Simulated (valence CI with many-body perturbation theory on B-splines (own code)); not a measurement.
Results of a calculation; reference values are marked as such.
# Sensitivity of CI+MBPT for Mo XXI

Level of theory: configuration interaction combined with many-body perturbation theory (CI+MBPT): four valence electrons over a frozen Dirac-Fock core [Ar], radial functions for each j: 6 s, 6 p, 5 d, 5 f, 1 g, with the one-electron correlation potential Σ1, the two-electron term Σ2, the three-electron term Σ3, Breit, model QED; selected CI, second order for the rest (own B-spline code, finite nucleus).

No measured spectrum was set against this ion. As an estimate, terms of the open shell hold to 2 to 4 % of their energy, and close levels can change places. Only levels of the ground parity were solved; by the run's estimate the other parity begins above the list, which can be wrong where configurations are misplaced.

The reference run has the lowest level 3d4 5D_0 and an ionisation energy of 890.279 eV. Its largest variational space holds 7854 state functions.

Names give the largest LS component (configuration and term), which can be under half, so a name can repeat, a term be missing and a line seem to break the LS rules; names also repeat where a configuration has a term twice.

Changed runs:
A. box radius (bohr) 5.4575 → 4.38; highest l with Σ1, explicit Σ2 and valence Breit (higher l get mean screening factors) 3 → 2
B. cutoff of virtual states (hartree) 3528 → 960
C. factor on the speed of light 1 → 100; QED terms on → off
D. closed core [Ar] → [Ar] 3d1 (bad on purpose)

Excitation energies of the reference run in cm⁻¹, and shifts in cm⁻¹:

```
                 Level  Reference       A       B       C
              3d4 5D_1      10109     -64    -3.3  -10109
              3d4 5D_2      20704     -87    -5.6  -20703
              3d4 5D_3      30303     -78    -7.1  -30302
              3d4 5D_4      38426     -27    -7.6  -38422
              3d4 3P_0      70416    +364    -4.2   +3187
              3d4 3H_4      78910    +638    -3.9   -8502
              3d4 3G_3      94579    +560    -5.3        
              3d4 3H_5      95246    +652    -6.9  -24837
              3d4 3P_1      95266    +387    -7.4  -21661
              3d4 3F_2      98318    +545    -5.7        
              3d4 3H_6     102726    +729    -7.8  -32317
              3d4 3F_4     110972    +557    -9.5  -34437
Ionisation energy (eV)    890.279  -0.033  -0.009  +2.404
```

A blank means that the level has no clear partner in that run.

Run D: It gave no result: the perturbation theory needs a core of closed shells. The program said: "the core must hold closed shells only".
